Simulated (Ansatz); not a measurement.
`CNC[SiH3]` and `CNCS[SiH3]` differ in one atom or group.

Ansatz, PBE0-D4/def2-TZVP geometries, multiplicity 1. Each molecule was computed in one conformer, which needn't be the lowest.

| property | `CNC[SiH3]` |
| --- | --- |
| LUMO energy (PBE0/def2-TZVPP) / eV | 0.65 |
| LUMO energy (PBE/def2-TZVPP) / eV | -0.17 |
| HOMO energy (PBE/def2-TZVPP) / eV | -5.16 |
| LUMO energy (B3LYP/def2-TZVPP) / eV | 0.38 |
| size of the dipole moment (PBE/def2-TZVPP) / D | 1.21 |
| size of the dipole moment (ωB97M-V/def2-TZVPP) / D | 1.24 |

(1) What does the change do to each property? (Best estimate.)

Answers

(1) Computed: 
```
                                          property  `CNCS[SiH3]`  shift
                LUMO energy (PBE0/def2-TZVPP) / eV          0.23  -0.42
                 LUMO energy (PBE/def2-TZVPP) / eV         -0.65  -0.48
                 HOMO energy (PBE/def2-TZVPP) / eV         -5.45  -0.29
               LUMO energy (B3LYP/def2-TZVPP) / eV          0.01  -0.37
    size of the dipole moment (PBE/def2-TZVPP) / D          1.29   0.08
size of the dipole moment (ωB97M-V/def2-TZVPP) / D          1.00  -0.24
```

With PBE0 the HOMO falls by 0.15 eV and the LUMO falls by 0.42 eV, so the gap narrows by about 0.27 eV. PBE moves the HOMO by -0.29 eV and ωB97M-V by 0.02 eV. Dipoles are sizes alone; their direction can turn.

Positive LUMOs are unbound, so they and the gaps depend on the basis.

B3LYP here is the variant with VWN-RPA as its local correlation; programs differ in this.
